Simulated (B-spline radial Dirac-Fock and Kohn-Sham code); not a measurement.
## Run log: Tm

ΔSCF core binding energies without Breit or QED terms, calculated with a radial finite-basis atomic code. Keys: rel is the Hamiltonian (dirac, or spin-free x2c and nr, where L3 and M5 stand for the whole 2p and 3d shells), method is hf or an exchange,correlation pair (spin-unpolarised, also for the hole states), nuc the nuclear model, radius_factor scales its radius, rmax is the box in bohr, h the logarithmic mesh step, order the B-spline order, points the quadrature points per cell, c_factor scales the speed of light, and damp, ndamp, maxit and tol steer the iteration. The run stops when the commutator error falls below 10·tol·max(1, Z/10), or the numerical noise floor, and the energy has settled to about 1e-8 Ha; the virial ratio is −V/T.

Input (task.json):

```json
{"items": [{"Z": 69, "q": 0, "cfg": [[1, 0, 2], [2, 0, 2], [2, 1, 6], [3, 0, 2], [3, 1, 6], [3, 2, 10], [4, 0, 2], [4, 1, 6], [4, 2, 10], [4, 3, 13], [5, 0, 2], [5, 1, 6], [6, 0, 2]], "A": 169, "rrms": 5.2256, "do": "settings", "holes": ["K", "L3", "M5"],
  "settings": [{"rel": "dirac", "method": "hf", "nuc": "fermi", "radius_factor": 1000.0, "rmax": 45.0, "h": 0.3, "order": 8, "points": 10, "c_factor": 1.0, "maxit": 63, "damp": 0.5, "ndamp": 3, "tol": 1e-08}]}]}
```

Command: `python xray2_run.py task.json out`

Ground-state iterations:

```
iter   energy (Ha)        error
   1    -7028.06674157  8.61e+00
   2    -7074.00415704  2.43e+00
   3    -7122.21754485  3.32e-01
   4    -7123.18557359  9.99e-02
   5    -7123.21728252  1.35e-02
   6    -7123.21918700  7.46e-03
   7    -7123.21981863  1.05e-03
   8    -7123.21989146  2.44e-04
   9    -7123.21989652  4.14e-05
  10    -7123.21989673  5.91e-06
  11    -7123.21989673  1.02e-06
  12    -7123.21989673  1.28e-07
```

The ground state converged in 12 iterations, with total energy -7123.21990 Ha, virial ratio 2.61085 and highest orbital energy -3.17 eV. ΔSCF binding energies: K (1s) 8880.4 eV, L3 (2p3/2) 4793.3 eV, M5 (3d5/2) 1638.2 eV.

Q: One setting is unsound. Which, and why?

A: radius_factor inflates the nucleus far beyond its size, which weakens the binding of the inner electrons. With the default settings (Dirac Hartree-Fock): The ground state converged in 13 iterations, with total energy -13574.29176 Ha, virial ratio 1.90347 and highest orbital energy -5.29 eV. ΔSCF binding energies: K (1s) 59662.9 eV, L3 (2p3/2) 8669.2 eV, M5 (3d5/2) 1469.8 eV.
